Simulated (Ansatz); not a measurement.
**Counterpoise correction, worked out**

The pair of K⁺ (SMILES [K+], atom 1) and Br⁻ (SMILES [Br-], atom 2), both closed shells, in one local arrangement (a lower one may exist), relaxed at PBE0-D4/def2-TZVP:

```tsv
atom	x (Å)	y (Å)	z (Å)
K1	0.0000	0.0000	-1.4240
Br2	0.0000	0.0000	1.4240
```

Program: Ansatz 0.2.0. Basis: def2-TZVPPD. Cores are frozen in the correlated methods. Filled d shells of the heavier atoms are correlated. The outer core shell of Li, Na, Mg and K is correlated. The def2 sets are not built for correlating such inner shells, so the correlated values are less sure here.

CCSD(T) total energies in eV:

| system | geometry | basis functions | energy |
| --- | --- | --- | --- |
| pair | pair | all | -86318.07581 |
| K⁺ | as in the pair | all (partner as ghosts) | -16304.26633 |
| Br⁻ | as in the pair | all (partner as ghosts) | -70009.11029 |
| K⁺ | as in the pair | its own | -16304.24723 |
| Br⁻ | as in the pair | its own | -70009.07907 |
| K⁺ | free (PBE0-D4 minimum) | its own | -16304.24723 |
| Br⁻ | free (PBE0-D4 minimum) | its own | -70009.07907 |

**Question.** Work out the interaction energy with and without the counterpoise correction, the superposition error, and the binding energy from the relaxed fragments.

**Answer.** Without correction: -86318.07581 − (-16304.24723) − (-70009.07907) = -4.74951 eV.
With correction (each fragment in the whole basis): -86318.07581 − (-16304.26633) − (-70009.11029) = -4.69919 eV = -108.37 kcal/mol.
The superposition error is the difference, 0.05032 eV, 1 % of the uncorrected value: each fragment borrows its partner's functions.
Deformation from the free shapes: 0.00000 eV for K⁺ and 0.00000 eV for Br⁻.
Binding energy from relaxed fragments: -4.69919 + 0.00000 + 0.00000 = -4.69919 eV = -108.37 kcal/mol (electronic, without zero-point energy; negative means bound). For comparison, the corrected interaction energy by CCSD(T) at an estimated basis limit (MP2 extrapolated from triple and quadruple zeta, plus CCSD(T) − MP2 in triple zeta) is -4.871 eV; triple zeta with the correction binds less.

T1 diagnostic: at most 0.006.

For scale, one of the runs: CCSD(T)/def2-TZVPPD, 93 basis functions, launched by `ansatz run in.yaml --threads 2 --pin off --events-out ev --progress --plain --max-ram 5222MiB`. Hardware: 2 CPU threads of an Intel Xeon 6975P-C, shared host. Wall time about 2.7 s.
